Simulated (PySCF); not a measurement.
SMILES CO[Si](C)(OC)B(O)O (C3H11BO4Si), GFN2-xTB optimised geometry.

```
20

Si    -0.61    -1.64     0.00
C     -1.32    -2.36    -1.64
O     -1.00    -0.03     0.00
C     -2.26     0.56     0.12
O      1.02    -1.64     0.00
C      1.88    -1.02    -0.92
B     -1.09    -2.56     1.69
O     -2.35    -2.98     1.99
O     -0.19    -2.77     2.68
H     -1.05    -1.74    -2.48
H     -0.95    -3.36    -1.83
H     -2.41    -2.42    -1.63
H     -2.13     1.64     0.15
H     -2.90     0.30    -0.73
H     -2.76     0.23     1.04
H      2.90    -1.09    -0.53
H      1.61     0.02    -1.05
H      1.82    -1.53    -1.89
H     -3.01    -2.88     1.32
H      0.70    -2.49     2.48
```

Density from PBE0/def2-SVP run with PySCF at that geometry.

Minimum of the electron density along straight lines between bonded atoms, close to the bond critical point (lines longer than 1.1 times the sum of covalent radii, or with two minima, are not listed):

| bond | length / Å | ρ at the minimum / e bohr⁻³ | ∇²ρ there / e bohr⁻⁵ | position (fraction from the first atom) |
|---|---|---|---|---|
| Si1–C2 | 1.925 | (withheld) | 0.29 | 0.38 |
| Si1–O3 | 1.656 | 0.120 | 0.96 | 0.41 |
| O3–C4 | 1.396 | 0.259 | (withheld) | 0.66 |
| Si1–O5 | 1.635 | 0.126 | (withheld) | 0.41 |
| O5–C6 | 1.403 | 0.254 | -0.30 | 0.66 |
| Si1–B7 | 1.979 | 0.119 | 0.10 | 0.37 |
| B7–O8 | 1.361 | 0.200 | 1.14 | 0.33 |
| B7–O9 | 1.352 | 0.206 | 1.15 | 0.33 |
| C2–H10 | 1.088 | 0.270 | -0.96 | 0.62 |
| C2–H11 | 1.086 | 0.271 | -0.96 | 0.62 |
| C2–H12 | 1.087 | 0.269 | -0.94 | 0.62 |
| C4–H13 | 1.091 | 0.283 | -1.08 | 0.64 |
| C4–H14 | 1.093 | 0.280 | -1.05 | 0.63 |
| C4–H15 | 1.094 | 0.280 | -1.05 | 0.63 |
| C6–H16 | 1.091 | 0.283 | -1.08 | 0.63 |
| C6–H17 | 1.090 | 0.284 | -1.09 | 0.64 |
| C6–H18 | 1.092 | 0.281 | -1.06 | 0.63 |
| O8–H19 | 0.954 | 0.364 | -2.42 | 0.81 |
| O9–H20 | 0.956 | 0.361 | -2.50 | 0.82 |

**Question.** Fill in the missing entries.

**Answer.** 
- Si1–C2, ρ at the minimum / e bohr⁻³: 0.108
- O3–C4, ∇²ρ there / e bohr⁻⁵: -0.32
- Si1–O5, ∇²ρ there / e bohr⁻⁵: 1.03
